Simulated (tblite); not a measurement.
Compound: C₉H₁₃P.
InChI=1S/C9H13P/c1-9(2,3)8-5-4-6-10-7-8/h4-7H,1-3H3

Level: GFN2-xTB in tblite, geometry and Hessian alike; calculated harmonic values, unscaled, isolated species. This tight-binding method is rough: wavenumbers can miss measured ones by several per cent, in bad cases by 10 to 20.

Harmonic wavenumbers (cm⁻¹): 47.3, 101.5, 169.8, 211.5, 225.8, 251.1, 286.7, 288.4, 330.3, 342.4, 376.6, 437.4, 453.2, 466.7, 501.6, 646.9, 665.6, 745.5, 826.6, 841.9, 860.7, 876.2, 888.4, 928.1, 959.4, 960.9, 963.7, 968.8, 1035.1, 1035.4, 1109.5, 1159.2, 1216.7, 1227.1, 1235.2, 1257.2, 1286.9, 1347.3, 1402.3, 1407.1, 1407.5, 1430.8, 1492.7, 1494.4, 1499.0, 1504.7, 1516.8, 1518.3, 1521.7, 1549.7, 3022.3, 3024.5, 3026.7, 3030.2, 3031.1, 3032.4, 3035.1, 3038.6, 3046.2, 3046.7, 3049.9, 3074.2, 3081.6.

A = 2177, B = 782.2, C = 658.7 MHz; mass 152.075 u (most abundant isotopes); point group Cs, symmetry number 1.

Problem. Zero-point energy?

Solution. Half the sum of the wavenumbers: 42409 cm⁻¹ = 507.32 kJ/mol.

Problem. What is S at 200 K and 1 bar for an ideal gas of classical rigid rotors and harmonic oscillators?

Solution. Translation 163.22, rotation 120.71, vibration 73.22: S = 357.1 J/(mol K).

Problem. And Cp and H(200 K) − H(0)?

Solution. Cp = 129.25 J/(mol K), of which vibrations give 96.00 (their classical limit is 63 R = 523.8); H(200 K) − H(0) = 15.30 kJ/mol without the zero-point energy, 8.65 from vibrations.

Problem. How do the functions run with temperature in this model?

Solution. 
```csv
T (K),S (J/(mol K)),Cp (J/(mol K)),H − H(0) (kJ/mol),G − H(0) (kJ/mol),ln q(vib)
150,323.9,103.2,9.48,-39.10,2.35
250,388.8,155.4,22.41,-74.79,4.94
298.15,418.4,181.1,30.51,-94.22,6.26
400,479.0,233.3,51.65,-139.94,9.16
600,590.0,315.0,106.98,-247.04,14.98
900,734.0,393.7,214.28,-446.30,23.48
```

q(vib) and H(0) count from the zero-point level.

Problem. Blend soft modes into free rotors: weight 1/[1 + (100 cm⁻¹/ν̃)⁴] for the oscillator and the rest for a rotor with moment μB/(μ + B), μ = h/(8π²ν), B = 10⁻⁴⁴ kg m². What vibrational entropy results?

Solution. 69.49 J/(mol K) in place of 73.22, which changes −T·S at 200 K by +0.75 kJ/mol.

Hindered rotation and anharmonicity are outside this model.

The values belong to the conformer `[CH3:1][C:2]([CH3:3])([CH3:4])[c:5]1[cH:6][cH:7][cH:8][p:9][cH:10]1`: C1–C2–C5–C6 180°.
